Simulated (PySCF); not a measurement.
Br₅Mo, neutral, multiplicity 2. Atoms are numbered in the order given.

```xyz
6

Mo     0.0000     0.0000     0.0483
Br     2.1074     0.0000    -1.1407
Br     0.0000     2.4726    -0.1051
Br     0.0000    -2.4726    -0.1051
Br     0.0000     0.0000     2.4337
Br    -2.1074     0.0000    -1.1407
```
Charge 0, spin multiplicity 2.

Geometry optimised at B3LYP-D3(BJ)/def2-SVP. The multiplicity is an assumed one; other spin states were not compared. The def2 effective core potentials stand for the cores of Mo; spin–orbit coupling is left out.

Calculation: TDA-PBE/def2-SVPD (PySCF).

Vertical excitations. The molecule is in vacuum.

```json
[
 {"state": "root 1", "energy (eV)": "0.10", "λ (nm)": "12113", "f": "0.000", "main pairs": "α HOMO→LUMO 100 %"},
 {"state": "root 2", "energy (eV)": "0.89", "λ (nm)": "1401", "f": "0.001", "main pairs": "α HOMO→LUMO+1 99 %"},
 {"state": "root 3", "energy (eV)": "0.96", "λ (nm)": "1296", "f": "0.000", "main pairs": "α HOMO→LUMO+2 99 %"},
 {"state": "root 4", "energy (eV)": "1.07", "λ (nm)": "1161", "f": "0.000", "main pairs": "α HOMO−1→LUMO 91 %, β HOMO→LUMO 8 %"},
 {"state": "root 5", "energy (eV)": "1.30", "λ (nm)": "950", "f": "0.000", "main pairs": "α HOMO−2→LUMO 73 %, β HOMO−1→LUMO 22 %"},
 {"state": "root 6", "energy (eV)": "1.32", "λ (nm)": "939", "f": "0.002", "main pairs": "α HOMO−1→LUMO 8 %, β HOMO→LUMO 91 %"}
]
```
Unrestricted roots are not spin-pure.
